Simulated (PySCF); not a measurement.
Species: C₇H₁₀NP.
Atom-mapped SMILES: `[CH3:1][CH2:2]/[CH:3]=[P:4]\[n:5]1[cH:6][cH:7][cH:8][cH:9]1`

Cartesian coordinates in Å at the PBE0-D3(BJ)/def2-SVP level; atoms count from 1:
```
atom  x, y, z in Å
C1     2.837    0.938    0.347
C2     1.592    0.071    0.512
C3     1.140   -0.516   -0.784
P4    -0.331   -0.592   -1.563
N5    -1.471    0.085   -0.417
C6    -2.473    0.959   -0.785
C7    -3.263    1.209    0.311
C8    -2.739    0.441    1.391
C9    -1.645   -0.241    0.915
H10    3.684    0.357   -0.050
H11    3.145    1.366    1.312
H12    2.646    1.771   -0.347
H13    0.777    0.652    0.970
H14    1.816   -0.752    1.217
H15    1.931   -0.987   -1.389
H16   -2.530    1.341   -1.803
H17   -4.126    1.872    0.337
H18   -3.131    0.386    2.405
H19   -0.989   -0.958    1.402
```

NICS = −σ at a ghost point: NICS(0) at the centroid of the ring atoms, NICS(1) 1 Å to either side along the normal of their mean plane, zz for the tensor component along that normal. Level: GIAO PBE/pcSseg-1 (PySCF, non-relativistic, gas phase) on the PBE0-D3(BJ)/def2-SVP geometry, one conformer.

Ring bond lengths (Å): N5–C6 1.380, C6–C7 1.374, C7–C8 1.425, C8–C9 1.375, C9–N5 1.382.

Q: What do the NICS probes read (ppm)?

A: 
```csv
ring,type,NICS(0),"NICS(1), two faces","NICS(1)zz, two faces",rms pucker (Å),"centre to ring atoms, mean (Å)"
N5–C6–C7–C8–C9,5-membered ring with N; formal bonds all aromatic,-12.5,-10.5 / -10.2,-28.6 / -27.2,0.00,1.18
```

Q: What do they say, and how far can they be read as aromaticity?

A: 
- N5–C6–C7–C8–C9: mean NICS(1)zz -27.9 ppm, shielded. The ring is flat and has no four-coordinate atom; by the NICS criterion it is aromatic.

Q: How equal are the bonds by HOMA? HOMA = 1 − mean of α(R − Ropt)² over the ring bonds, with Krygowski's 1993 parameters (CC: Ropt 1.388 Å, α 257.7 Å⁻²; CN: Ropt 1.334 Å, α 93.52 Å⁻²).

A: 
- N5–C6–C7–C8–C9: HOMA 0.83; the largest term is that of C7–C8, α(R − Ropt)² = 0.35. The geometric and the magnetic index point the same way.

Q: At the second NICS(1) probe listed for ring N5–C6–C7–C8–C9, 1 Å off the ring, how large is the induced field along the normal in 1 T applied along it?

A: NICSzz × B0 = -27.2 ppm × 1 T = -27 μT, against the applied field.

Q: Give the inner angles of the rings.

A: 
- N5–C6–C7–C8–C9: N5 108.4°, C6 108.6°, C7 107.2°, C8 107.3°, C9 108.5°; sum 540.0° against 540° for a flat convex ring.

Q: How do the values depend on the level or the medium?

A: 
```json
{"level": "PBE/pcSseg-1, gas", "NICS(0), N5–C6–C7–C8–C9": "-12.5", "mean NICS(1)zz, N5–C6–C7–C8–C9": "-27.9"}
{"level": "PBE0/pcSseg-1, gas", "NICS(0), N5–C6–C7–C8–C9": "-13.0", "mean NICS(1)zz, N5–C6–C7–C8–C9": "-28.7"}
{"level": "PBE0/pcSseg-1, IEF-PCM acetone", "NICS(0), N5–C6–C7–C8–C9": "-12.8", "mean NICS(1)zz, N5–C6–C7–C8–C9": "-29.0"}
{"level": "PBE0/pcSseg-1, IEF-PCM acetonitrile", "NICS(0), N5–C6–C7–C8–C9": "-12.8", "mean NICS(1)zz, N5–C6–C7–C8–C9": "-29.0"}
```

The geometry is the same throughout; the continuum's cavity takes Bondi-type radii × 1.2.
